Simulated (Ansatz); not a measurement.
Consider the ligand exchange at a Cd–F bond: `C[S][Cd][F]` + `CNC` → `C[S][Cd][N](C)C` + H–F.

Computed with Ansatz on PBE0-D4/def2-TZVP structures; ΔE is electronic, products minus reactants. CCSD(T)/CBS adds triple-zeta CCSD(T) − MP2 to the extrapolated MP2 energy (def2 sets, frozen cores). This one scheme is used for every species. DFT in def2-TZVPP. def2 core potentials past Kr. For Cd outer-core shells are correlated without core-valence functions, which leaves a few kJ/mol of doubt a bond. Each species was taken in one conformer, which may not be the lowest.

Is it downhill or uphill in electronic energy at CCSD(T)/CBS, and by how much? (Best estimate.)

Ansatz gave: Uphill: ΔE = +0.62 eV.

What do these levels give: PBE0-D4, CAM-B3LYP-D4, ωB97X-V, r2SCAN, RPA@PBE/def2-TZVPP, HF/def2-QZVPP? (Estimate.)

Ansatz gave: PBE0-D4 0.65, CAM-B3LYP-D4 0.75, ωB97X-V 0.75, r2SCAN 0.73, RPA@PBE/def2-TZVPP 0.55, HF/def2-QZVPP 1.03 eV.

Largest T1 diagnostic among the species: 0.015.

In def2-TZVPP, CCSD(T) changes the Hartree–Fock value by −0.46 eV (the triples alone add −0.07 eV) and MP2 by −0.58 eV. At CCSD(T), def2-SVP lies −0.05 eV from the extrapolated value and def2-TZVPP −0.08 eV. The D4 term adds −0.12 eV with B3LYP and −0.07 eV with PBE0; it sums over pairs of atoms, weighted by their polarisabilities, and B3LYP, whose exchange is more repulsive, gets the larger term.

B3LYP here is the variant with VWN-RPA as its local correlation; programs differ in this.
